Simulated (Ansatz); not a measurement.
```yaml
crystal:
  periodic: [false, false, false]
  atoms:
    - {symbol: Zn, position_ang: [0.034057, -4.514748, -1.842568]}
    - {symbol: Se, position_ang: [0.178557, -4.515494, 2.030963]}
    - {symbol: Zn, position_ang: [0.046505, -2.164099, -3.031411]}
    - {symbol: Se, position_ang: [-2.021505, -1.196616, -3.958162]}
    - {symbol: Se, position_ang: [0.116835, -2.334931, -0.528067]}
    - {symbol: Zn, position_ang: [-2.142990, -1.376518, -0.162324]}
    - {symbol: Zn, position_ang: [0.094291, -2.351681, 3.592200]}
    - {symbol: Se, position_ang: [-1.809209, -1.108440, 2.466084]}
    - {symbol: Zn, position_ang: [-1.818029, 1.072602, -3.018127]}
    - {symbol: Se, position_ang: [-1.946247, 1.066314, -0.510582]}
    - {symbol: Zn, position_ang: [-3.902698, 2.079995, -1.769760]}
    - {symbol: Zn, position_ang: [-1.932259, 1.164705, 3.582706]}
    - {symbol: Se, position_ang: [-3.673523, 2.437624, 2.008545]}
    - {symbol: Se, position_ang: [2.110139, -1.212796, -3.978397]}
    - {symbol: Zn, position_ang: [2.334581, -1.258382, -0.183675]}
    - {symbol: Se, position_ang: [1.979884, -1.093330, 2.433262]}
    - {symbol: Zn, position_ang: [1.888957, 1.055620, -3.058585]}
    - {symbol: Se, position_ang: [0.025458, 2.385922, -3.975070]}
    - {symbol: Se, position_ang: [1.978391, 1.180403, -0.555350]}
    - {symbol: Zn, position_ang: [-0.014657, 2.599556, -0.171502]}
    - {symbol: Zn, position_ang: [2.167375, 1.196979, 3.537330]}
    - {symbol: Se, position_ang: [0.108245, 2.193737, 2.446640]}
    - {symbol: Zn, position_ang: [3.822136, 2.357053, -1.845709]}
    - {symbol: Se, position_ang: [4.103810, 2.023427, 1.900752]}
    - {symbol: H, position_ang: [-2.309252, -4.766164, -1.835457]}
    - {symbol: H, position_ang: [0.161905, -5.941483, -1.237143]}
    - {symbol: H, position_ang: [-1.209591, -4.478872, 1.512789]}
    - {symbol: H, position_ang: [-0.228875, -5.409788, 3.160873]}
    - {symbol: H, position_ang: [0.009330, -3.877934, -3.410087]}
    - {symbol: H, position_ang: [-2.454213, -4.047321, -1.575234]}
    - {symbol: H, position_ang: [-2.812127, -1.650103, -2.770678]}
    - {symbol: H, position_ang: [-3.394428, -2.194592, -0.677872]}
    - {symbol: H, position_ang: [0.129956, -2.735791, 5.107058]}
    - {symbol: H, position_ang: [-2.916100, -1.749851, 3.220765]}
    - {symbol: H, position_ang: [-3.308417, 1.941973, -3.348861]}
    - {symbol: H, position_ang: [-5.291553, 2.405041, -1.145773]}
    - {symbol: H, position_ang: [-3.194842, 4.290985, -1.580184]}
    - {symbol: H, position_ang: [-2.270178, 1.368384, 5.095777]}
    - {symbol: H, position_ang: [-4.494267, 1.313590, 1.499742]}
    - {symbol: H, position_ang: [-4.632035, 2.680856, 3.133534]}
    - {symbol: H, position_ang: [2.892830, -1.642627, -2.772644]}
    - {symbol: H, position_ang: [4.817377, 0.142447, -1.485578]}
    - {symbol: H, position_ang: [3.657154, -1.881239, -0.784849]}
    - {symbol: H, position_ang: [3.114742, -1.740436, 3.138854]}
    - {symbol: H, position_ang: [3.388130, 1.900065, -3.416215]}
    - {symbol: H, position_ang: [0.038451, 3.284644, -2.775657]}
    - {symbol: H, position_ang: [-2.471747, 4.050597, -1.424493]}
    - {symbol: H, position_ang: [-0.135885, 4.069408, -0.738513]}
    - {symbol: H, position_ang: [2.545321, 1.410505, 5.039122]}
    - {symbol: H, position_ang: [0.083813, 3.481277, 3.186300]}
    - {symbol: H, position_ang: [5.387004, 0.642728, -1.657242]}
    - {symbol: H, position_ang: [4.800069, 3.408194, -1.243085]}
    - {symbol: H, position_ang: [4.828390, 2.746652, 2.993905]}
    - {symbol: H, position_ang: [3.540904, 3.291942, 1.381693]}
basis:
  gaussian: {orbitals: 6-31G, fitting: {mean_field: def2-universal-jkfit}}
hamiltonian: {xc: {name: CAM-B3LYP}}
output: {forces: true}
```

```sh
$ ansatz run in.yaml --threads 11 --pin off --events-out ev --progress --plain --max-ram 174080MiB --backend cuda --devices 0, --max-vram 75GiB
```

Output, abridged:

```
Functional definition: CAM-B3LYP
  name "CAM-B3LYP"
  cite "Yanai, Tew & Handy, Chem. Phys. Lett. 393, 51 (2004) doi:10.1016/j.cplett.2004.06.011"
  cite "Iikura, Tsuneda, Yanai & Hirao, J. Chem. Phys. 115, 3540 (2001) doi:10.1063/1.1383587"
  cite "Becke, Phys. Rev. A 38, 3098 (1988) doi:10.1103/PhysRevA.38.3098"
  cite "Lee, Yang & Parr, Phys. Rev. B 37, 785 (1988) doi:10.1103/PhysRevB.37.785"
  cite "Vosko, Wilk & Nusair, Can. J. Phys. 58, 1200 (1980) doi:10.1139/p80-159"
  parameter alpha = 0.19
  parameter beta = 0.46
  parameter omega = 0.33/bohr
  parameter ac = 0.81
  # Exact exchange under (alpha + beta erf(omega r))/r, Becke's under what is left of 1/r.
  exchange = (1 - alpha - beta)*b88_x + beta*b88_x_sr(omega) + alpha*exact_x + beta*exact_x_lr(omega)
  correlation = (1 - ac)*vwn5_c + ac*lyp_c
6900 factors; integrals over basis functions are off by at most 6.9e-2 eV
6900 factors; integrals over basis functions are off by at most 4.4e-7 eV
mean field evaluation 1: about -1365569.8736 eV, gradient 8.8e1 eV
mean field evaluation 2: about -1365569.8638 eV, gradient 1.1e2 eV
mean field evaluation 4: about -1365580.7052 eV, gradient 2.4e0 eV
mean field evaluation 8: about -1365580.7515 eV, gradient 2.4e-1 eV
mean field evaluation 16: about -1365580.7516 eV, gradient 1.3e-4 eV
mean field -1365580.75163630 eV, -50184.1669987557 hartree, gradient 2.8e-5 eV, S^2 0.000000; 0 other end points of the search recorded, 0 dependent functions left out
the calculation of the forces begins
reference -1365580.75198376 eV, -50184.1670115242 hartree; 399, 399 occupied and 357, 357 virtual orbitals, 6900 factors
Total energy: -1365580.75198376 eV, -50184.1670115242 hartree
Atom 0 force     0.209143    -0.123409    -0.146001 eV/Å
Atom 1 force    -0.324295    -0.406505     0.371413 eV/Å
Atom 2 force     0.006136    -0.378863    -0.050156 eV/Å
Atom 3 force    -0.192538    -0.102692     0.148993 eV/Å
Atom 4 force    -0.045723    -0.084055    -0.329761 eV/Å
Atom 5 force    -0.051049    -0.018687     0.046801 eV/Å
Atom 6 force     0.127978     0.111495     0.225545 eV/Å
Atom 7 force    -0.397217    -0.214395     0.465609 eV/Å
Atom 8 force    -0.328721     0.171204    -0.042040 eV/Å
Atom 9 force    -0.104772     0.007818    -0.325314 eV/Å
Atom 10 force    -0.188752    -0.133849    -0.162399 eV/Å
Atom 11 force     0.107762    -0.002929     0.225737 eV/Å
Atom 12 force    -0.565715    -0.037695     0.365323 eV/Å
Atom 13 force     0.183319    -0.109186     0.167224 eV/Å
Atom 14 force     0.079745    -0.042053     0.061901 eV/Å
Atom 15 force     0.363596    -0.214552     0.451035 eV/Å
Atom 16 force     0.322907     0.195234    -0.041936 eV/Å
Atom 17 force    -0.001586     0.214487     0.157616 eV/Å
Atom 18 force     0.055037     0.073966    -0.326439 eV/Å
Atom 19 force     0.002938     0.061837     0.045658 eV/Å
Atom 20 force    -0.068982    -0.092142     0.221900 eV/Å
Atom 21 force     0.020694     0.438000     0.461787 eV/Å
Atom 22 force    -0.022669     0.228905    -0.165129 eV/Å
Atom 23 force     0.268524     0.516245     0.355252 eV/Å
Atom 24 force    -0.225080     0.839684     0.289370 eV/Å
Atom 25 force    -0.035628     0.287260    -0.152155 eV/Å
Atom 26 force     0.152941    -0.026581    -0.065551 eV/Å
Atom 27 force     0.131262     0.009676    -0.164096 eV/Å
Atom 28 force     0.013808     0.086242     0.260090 eV/Å
Atom 29 force     0.047274    -0.891563    -0.316780 eV/Å
Atom 30 force    -0.049863    -0.035854    -0.279021 eV/Å
Atom 31 force     0.192462     0.170749     0.111775 eV/Å
Atom 32 force    -0.024021     0.048813    -0.274436 eV/Å
Atom 33 force     0.133840     0.085599    -0.158825 eV/Å
Atom 34 force     0.057142    -0.085180     0.249389 eV/Å
Atom 35 force     0.269920    -0.074027    -0.149826 eV/Å
Atom 36 force     0.865603    -0.219350     0.169282 eV/Å
Atom 37 force     0.039411    -0.030664    -0.277468 eV/Å
Atom 38 force     0.104666     0.140064    -0.039833 eV/Å
Atom 39 force     0.105193     0.093927    -0.170788 eV/Å
Atom 40 force     0.050128    -0.026335    -0.302505 eV/Å
Atom 41 force     0.762632     0.492826    -0.187515 eV/Å
Atom 42 force    -0.238797     0.084352     0.123506 eV/Å
Atom 43 force    -0.155644     0.082641    -0.151355 eV/Å
Atom 44 force    -0.098937    -0.002484     0.250904 eV/Å
Atom 45 force    -0.001411     0.060083    -0.293951 eV/Å
Atom 46 force    -0.829317     0.415724    -0.172522 eV/Å
Atom 47 force     0.051459    -0.250320     0.118554 eV/Å
Atom 48 force    -0.048370    -0.021062    -0.273339 eV/Å
Atom 49 force    -0.003394    -0.167357    -0.157031 eV/Å
Atom 50 force    -0.613097    -0.623827     0.184374 eV/Å
Atom 51 force    -0.200618    -0.200250    -0.147508 eV/Å
Atom 52 force     0.025876    -0.141653    -0.168622 eV/Å
Atom 53 force     0.064799    -0.159316    -0.036736 eV/Å
Dipole moment:    -0.214870     0.043254     0.971047 e Å
```

Run time 30 s (11 threads of AMD EPYC 7R13 on a shared host and a whole NVIDIA H100 80GB HBM3), peak host memory 18 GiB.

The 6-31G sets use Cartesian d functions.
